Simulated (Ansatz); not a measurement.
Molecule: CH3F2In, net charge 0, singlet state. 
Geometry from a B3LYP-D3(BJ)/def2-TZVP (Ansatz, a quantum-chemistry and plane-wave program) optimisation:
SMILES: [CH3][In]([F])[F]
```xyz
7

C     -2.1257    -0.3006    -0.0888
In    -0.0099    -0.0016    -0.0012
F      1.3667    -1.3918     0.0705
F      0.9272     1.7171     0.0271
H     -2.3239    -1.2561    -0.5666
H     -2.5698     0.5158    -0.6519
H     -2.5105    -0.3042     0.9288
```

Parts of the frozen-core correlation energy in def2-TZVPP (Ansatz, hartree). Frozen orbitals: 12; correlated occupied orbitals by spin: 12 and 12; virtual: 161 and 161. Spin-orbit coupling is left out. In def2 rows, elements after Kr have scalar-relativistic effective core potentials.

| term | value |
|---|---|
| reference (HF) | -427.86783 |
| MP2 opposite-spin | -0.57306 |
| MP2 same-spin | -0.18980 |
| CCSD correlation | -0.77387 |
| (T) | -0.02453 |
| T1 diagnostic | 0.015 |
| largest doubles amplitude | 0.039 |
